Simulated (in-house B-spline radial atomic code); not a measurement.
Sb III (Sb2+): 1s1 2s2 2p6 3s2 3p6 3d10 4s2 (4p1/2)1 (4p3/2)4 4d10 5s2 5p3 (with a hole in an inner shell)

Method: Dirac-Kohn-Sham PBE, spherical fractional occupations, Fermi nucleus of rms radius 4.6802 fm. Calculated with an all-electron radial atomic-structure program (B-spline basis).

Effective charges: Z_r = [3n² - l(l+1)]/(2<r>) from the radius, Z_e = n√(-2ε) from the energy, and Slater's rules. Values are occupation-weighted means over j. An effective charge above Z reflects the relativistic contraction of the inner shells.

```tsv
shell	electrons	ε (eV)	<r> (bohr)	Z_r	Z_e	Slater
1s	1	-30993	0.02824	53.12	47.73	51.00
2s	2	-4817.7	0.1205	49.81	37.63	47.70
2p	6	-4380.7	0.1048	47.72	35.89	47.70
3s	2	-984.67	0.3239	41.68	25.52	40.75
3p	6	-834.69	0.3201	39.05	23.50	40.75
3d	10	-592.26	0.2964	35.42	19.79	30.85
4s	2	-190.77	0.764	31.41	14.98	24.60
4p	5	-141.45	0.8163	28.18	12.90	24.60
4d	10	-69.058	0.9415	22.30	9.01	13.85
5s	2	-35.039	1.92	19.53	8.02	8.15
5p	3	-24.239	2.239	16.30	6.67	8.15
```

The least bound orbital is 5p3/2 at -23.84 eV, and it is also the most diffuse (<r> = 2.264 bohr). The part-filled 1s shell lies below the filled 5s shell in orbital energy.

For the 1s electron the small component carries 3.55 % of the norm, the zero-frequency Breit interaction raises the level by 49.43 eV, self-energy by 41.54 eV, and vacuum polarisation lowers it by 5.558 eV.
